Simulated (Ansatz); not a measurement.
Consider the isomerisation: `C[Si](O)(O)[SiH3]` → `OC([SiH3])O[SiH3]`.

Calculated with Ansatz (gas phase, PBE0-D4/def2-TZVP geometries, no zero-point term in ΔE). CCSD(T)/CBS is the MP2 limit (def2-TZVPP, def2-QZVPP) plus CCSD(T) − MP2 in def2-TZVPP, frozen cores. Functionals use def2-TZVPP. B3LYP here is the variant with VWN-RPA as its local correlation; programs differ in this. One conformer a species, not always the lowest.

Problem. Is it downhill or uphill in electronic energy at CCSD(T)/CBS, and by how much? (Best estimate.)

Solution. Ansatz gave: Uphill: ΔE = +288.2 kJ/mol.

Problem. What do these levels give: r2SCAN-D4, B2PLYP, r2SCAN, PBE0, B3LYP, HF/def2-TZVPP, MP2/def2-TZVPP, CCSD/def2-TZVPP, CCSD(T)/def2-TZVPP, HF/def2-QZVPP, MP2/def2-QZVPP, MP2/CBS(def2)? (An estimate is asked.)

Solution. Computed: r2SCAN-D4 288.5, B2PLYP 280.7, r2SCAN 288.4, PBE0 286.5, B3LYP 275.9, HF/def2-TZVPP 269.1, MP2/def2-TZVPP 290.1, CCSD/def2-TZVPP 281.5, CCSD(T)/def2-TZVPP 280.8, HF/def2-QZVPP 269.5, MP2/def2-QZVPP 294.5, MP2/CBS(def2) 297.5 kJ/mol.

Largest T1 diagnostic among the species: 0.013.

From PBE to PBE0 (25 % exact exchange), in def2-TZVPP and without D4, ΔE moves by +5.9 kJ/mol. In def2-TZVPP, CCSD(T) changes the Hartree–Fock value by +11.7 kJ/mol (the triples alone add −0.6 kJ/mol) and MP2 by +21.0 kJ/mol.
